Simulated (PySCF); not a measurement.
PySCF job for CH₈FNSi₂, SMILES C[SiH2][Si@@H](N)F, SMD-M06-2X/def2-SVP. Geometry: B3LYP-D3(BJ)/def2-SVP. The structure was generated by enumeration; whether it is a known compound was not checked. Other conformers were not sampled.

```python
import numpy as np
from pyscf import gto, scf, dft
from pyscf.solvent import smd

mol = gto.M(
    atom='''
    C     1.98726146    0.64295969   -1.55045310
    Si    0.68065332   -0.63644378   -1.06523532
    Si   -0.38776373    0.04668081    0.90340517
    N    -1.19230964    1.53039523    0.56323372
    F    -1.40015490   -1.15396710    1.38865372
    H     2.45213427    0.39485291   -2.51749720
    H     1.52703621    1.64043108   -1.62919003
    H     2.78298090    0.69607410   -0.79053014
    H     1.29722952   -1.98704928   -0.89966358
    H    -0.35681126   -0.73753779   -2.14017694
    H     0.51500574    0.30239335    2.05983071
    H    -1.52117862    2.13628521    1.30978256
    H    -1.77285844    1.62641095   -0.26473445
    ''',
    basis='def2-SVP',
    charge=0,
    spin=0,
    max_memory=1600,
    verbose=3,
)
mf = dft.RKS(mol, xc='m06-2x').density_fit(auxbasis='def2-universal-jkfit')
mf.grids.level = 4
mf.conv_tol = 1e-9
mf.max_cycle = 100
mf.kernel()
res = {}
for name in ['water', 'chloroform', '1-octanol']:
    s = mf.SMD()
    s.with_solvent.solvent, s.with_solvent.sasa_ng = name, 194
    s.kernel(mf.make_rdm1())
    res[name] = (s.e_tot, s.with_solvent.get_cds(), s.dip_moment(), s.mo_energy, s.converged)
    print(f'SMD {name}: dG(solv) = {(s.e_tot - mf.e_tot) * 627.509474:.3f} kcal/mol, of which CDS {res[name][1] * 627.509474:.3f}')
```

Output:

```
converged SCF energy = -776.135259542008
converged SCF energy = -776.136091530529
Dipole moment(X, Y, Z, Debye):  0.22744,  2.80915, -0.85010
SMD water: dG(solv) = -0.522 kcal/mol, of which CDS 5.163
converged SCF energy = -776.141039644335
Dipole moment(X, Y, Z, Debye):  0.23095,  2.63290, -0.80817
SMD chloroform: dG(solv) = -3.627 kcal/mol, of which CDS 0.426
converged SCF energy = -776.140912133263
Dipole moment(X, Y, Z, Debye):  0.23013,  2.72538, -0.83031
SMD 1-octanol: dG(solv) = -3.547 kcal/mol, of which CDS 1.366
```

The run converged.

Cost: around 120 core-seconds (rough).
